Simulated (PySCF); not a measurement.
germanium monotelluride (GeTe), singlet, geometry from GFN2-xTB (core potentials on Te). Base run: CAMB3LYP/def2-SVP in PySCF.

PySCF was given this input:
```python
from pyscf import gto, scf, dft

mol = gto.M(
    atom='''
Ge   -0.000000   -0.000000   -1.458150
Te    0.000000    0.000000    0.897323
''',
    basis='def2-svp',
    ecp={'Te': 'def2-svp'},
    charge=0,
    spin=0,
    verbose=4,
)

mf = dft.RKS(mol)
mf.xc = 'camb3lyp'
mf.kernel()
```

Each row names what was changed in the base input (with any setting that the change needs).

| change | ΔE vs base (µEh) | grid points | electrons on the grid |
|---|---|---|---|
| base | 0.0 | 42600 | 56.00000 |
| grids.level = 5 | -1.2 | 91560 | 56.00000 |
| grids.radi_method = mura_knowles | -0.3 | 38256 | 56.00000 |
| grids.level = 0 | -115 | 5280 | 56.00006 |
| grids.level = 7 | -0.9 | 176800 | 56.00000 |
| grids.radi_method = gauss_chebyshev | -0.6 | 41320 | 56.00000 |
| grids.level = 4 | -0.8 | 61776 | 56.00000 |
| grids.atom_grid = (75, 302) | -0.4 | 26152 | 56.00000 |
| grids.prune = dft.gen_grid.treutler_prune | 0.0 | 42768 | 56.00000 |
| grids.atom_grid = (99, 590) | 0.1 | 57280 | 56.00000 |
| grids.atom_grid = (30, 110) | -267 | 4872 | 56.00014 |
